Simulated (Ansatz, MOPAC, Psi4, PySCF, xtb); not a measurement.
Lewis adduct: AlH3 (SMILES [AlH3]) (first 4 atoms) with C2H6O (SMILES COC); geometry from B3LYP-D3(BJ)/def2-TZVP, rigid monomers moved along the line of their centres of mass till Al1···O6 is 2.28 Å.
(charge 0, multiplicity 1):
```xyz
13

Al     0.0753    -0.2123     0.6521
H     -1.4449    -0.3797     0.1993
H      0.7371     1.2098     0.3630
H      1.0151    -1.5001     0.6271
C      0.3791    -0.9624     3.8725
O     -0.1981    -0.0698     2.9125
C     -0.9995     0.9726     3.4806
H     -0.4144    -1.4542     4.4384
H      1.0300    -0.4030     4.5473
H      0.9540    -1.6944     3.3141
H     -1.8327     0.5350     4.0333
H     -1.3757     1.5743     2.6582
H     -0.3866     1.5876     4.1418
```

| level | interaction energy (kJ/mol) |
|---|---|
| PM3 | -64.3 |
| GFN1-xTB | -126.0 |
| GFN2-xTB | -135.5 |
| HF/3-21G (no counterpoise) | -145.1 |
| HF/6-31G* | -92.6 |
| PBE-D3(BJ)/def2-TZVPPD | -97.4 |
| BP86/6-31G* (no counterpoise) | -98.7 |
| r2SCAN/def2-TZVPPD | -101.4 |
| r2SCAN-D3(BJ)/def2-TZVPPD | -104.0 |
| B3LYP/6-31G* (no counterpoise) | -101.6 |
| B3LYP/def2-TZVPPD | -87.5 |
| B3LYP-D3(BJ)/def2-TZVPPD | -100.7 |
| B3LYP-D4/def2-TZVPPD | -100.4 |
| PBE0-D4/def2-TZVPPD | -102.0 |
| wB97X-V/def2-TZVPPD | -103.6 |
| wB97M-V/def2-TZVPPD | -103.6 |
| MP2/aug-cc-pV(D+d)Z | -98.2 |
| SCS-MP2/aug-cc-pV(D+d)Z | -94.2 |
| CCSD(T)/aug-cc-pV(D+d)Z | -96.2 |
| SAPT0/jun-cc-pV(D+d)Z | -109.1 |

The rows run from -145.1 (HF/3-21G (no counterpoise)) to -64.3 kJ/mol (PM3). The dispersion term adds -2.7 in r2SCAN-D3(BJ), -13.1 in B3LYP-D3(BJ), -12.8 in B3LYP-D4. The 4 functionals in def2-TZVPPD without D3 or D4 span 16.1, from wB97M-V to B3LYP.

Monomers are frozen at their geometry in the pair; levels with a basis set take the counterpoise correction. Rows marked so take none.

Cores are frozen in the correlated methods. Rows in 3-21G, 6-31G* carry no dispersion term and start afresh at each structure (6-31G* with six Cartesian d functions). The state reached by PM3 isn't checked.

Run with Ansatz (a first-principles code); MOPAC for PM3 (differences of heats of formation); Psi4 for SAPT; PySCF for 3-21G rows, 6-31G* rows, the dispersion terms; xtb for the GFN methods. Values without a source in brackets are computed.
